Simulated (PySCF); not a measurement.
Isomers of C7H4FNO, one conformer each; single-point electronic energies without zero-point terms and without any empirical dispersion term.

Computed with PySCF at B3LYP/def2-SVPD, non-relativistic, each on one gas-phase PBE0-D3(BJ)/def2-SVP geometry that isn't relaxed in the solvent. The solvent is an IEF-PCM continuum (Bondi radii, 1.10 Å for H, scaled by 1.2). The model holds no explicit solvent molecules, cavitation or dispersion.

```tsv
isomer	relative energy, gas (kcal/mol)	dipole (D)
`O=C=Nc1cccc(F)c1`	0.0	1.92
`c1(N=C=O)ccc(F)cc1`	0.4	1.20
```

Problem. How do the relative energies look in chloroform (ε = 4.711)?

Solution. 
```
              isomer  relative energy, solvent (kcal/mol)  E(solvent) − E(gas) (kcal/mol)  dipole in solvent (D)
  `O=C=Nc1cccc(F)c1`                                  0.0                            -3.0                   2.32
`c1(N=C=O)ccc(F)cc1`                                  0.3                            -3.2                   1.41
```

The order is unchanged. Conformers: `[O:1]=[C:2]=[N:3][c:4]1[cH:5][cH:6][cH:7][c:8]([F:9])[cH:10]1` with C2–N3–C4–C5 0°; `[O:1]=[C:2]=[N:3][c:4]1[cH:5][cH:6][c:7]([F:8])[cH:9][cH:10]1` with C2–N3–C4–C5 180°. `c1(N=C=O)ccc(F)cc1` gains most from the continuum, while `O=C=Nc1cccc(F)c1` has the largest gas-phase dipole. The gains span 0.2 kcal/mol, the gas-phase energies 0.4 kcal/mol.
